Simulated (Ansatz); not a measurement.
Ansatz (an electronic-structure program) input (B3LYP/6-31G* with LANL2DZ past Ar): The .json file joins the Basis Set Exchange's 6-31G* for atoms up to Ar and LANL2DZ past it.

Ansatz 0.2 input:
```yaml
crystal:
  periodic: [false, false, false]
  atoms:
    - {symbol: C, position_ang: [-2.75851000, 0.30192100, 0.25290800]}
    - {symbol: C, position_ang: [-1.75819800, 0.01719600, -0.60014800]}
    - {symbol: C, position_ang: [-0.62059500, -0.90966100, -0.22759900]}
    - {symbol: Ge, position_ang: [1.01909900, 0.12051600, 0.15176400]}
    - {symbol: H, position_ang: [-3.46554500, 1.00803000, -0.23472500]}
    - {symbol: H, position_ang: [-1.63536200, 0.43053600, -1.62089700]}
    - {symbol: H, position_ang: [-0.88324800, -1.44734800, 0.68702800]}
    - {symbol: H, position_ang: [-0.37167000, -1.63834600, -1.01037200]}
    - {symbol: H, position_ang: [0.86956600, 1.01145300, 1.40681400]}
    - {symbol: H, position_ang: [1.39057600, 1.06558500, -1.02405400]}
    - {symbol: H, position_ang: [2.30832200, -0.74316900, 0.38879100]}
basis:
  gaussian:
    orbitals: 6-31Gs+LANL2DZ.json
hamiltonian:
  xc: {name: B3LYP}
total_charge: -1
output: {forces: true}
```

Output:

```
Functional definition: B3LYP
integrals: 0.02 GiB planned
778 factors; integrals over basis functions are off by at most 6.3e-4 eV
mean field: 0.20 GiB planned
mean field evaluation 1: about -3320.1665 eV, gradient 4.0e1 eV
mean field evaluation 2: about -3279.9426 eV, gradient 8.8e1 eV
mean field evaluation 4: about -3324.3659 eV, gradient 9.5e0 eV
mean field evaluation 8: about -3324.6947 eV, gradient 1.8e-1 eV
mean field evaluation 16: about -3324.6718 eV, gradient 4.2e-5 eV
mean field -3324.67181354 eV, -122.1794356041 hartree, gradient 4.2e-5 eV, S^2 0.000000; 0 other end points of the search recorded, 0 dependent functions left out
the calculation of the forces begins
reference -3324.67207774 eV, -122.1794453134 hartree; 15, 15 occupied and 52, 52 virtual orbitals, 778 factors
Total energy: -3324.67207774 eV, -122.1794453134 hartree
Atom 0 at    -2.758510     0.301921     0.252908 Å, force    -0.046836    -0.251962     0.683653 eV/Å
Atom 1 at    -1.758198     0.017196    -0.600148 Å, force    -0.162959     0.245921    -0.208544 eV/Å
Atom 2 at    -0.620595    -0.909661    -0.227599 Å, force    -0.009636    -0.047091    -0.079060 eV/Å
Atom 3 at     1.019099     0.120516     0.151764 Å, force    -0.112414    -0.061716    -0.004891 eV/Å
Atom 4 at    -3.465545     1.008030    -0.234725 Å, force    -0.164059     0.181181    -0.228792 eV/Å
Atom 5 at    -1.635362     0.430536    -1.620897 Å, force     0.204343     0.005928    -0.256172 eV/Å
Atom 6 at    -0.883248    -1.447348     0.687028 Å, force    -0.086652    -0.071261     0.110683 eV/Å
Atom 7 at    -0.371670    -1.638346    -1.010372 Å, force     0.046133    -0.188819    -0.084751 eV/Å
Atom 8 at     0.869566     1.011453     1.406814 Å, force     0.046243     0.096135     0.120409 eV/Å
Atom 9 at     1.390576     1.065585    -1.024054 Å, force     0.080712     0.096665    -0.087726 eV/Å
Atom 10 at     2.308322    -0.743169     0.388791 Å, force     0.205125    -0.004981     0.035191 eV/Å
Dipole moment:     1.640334    -0.196522    -0.244588 e Å
```

The dipole moment of an ion depends on the origin.

The geometry given is a B3LYP-D3(BJ)/def2-TZVP minimum.
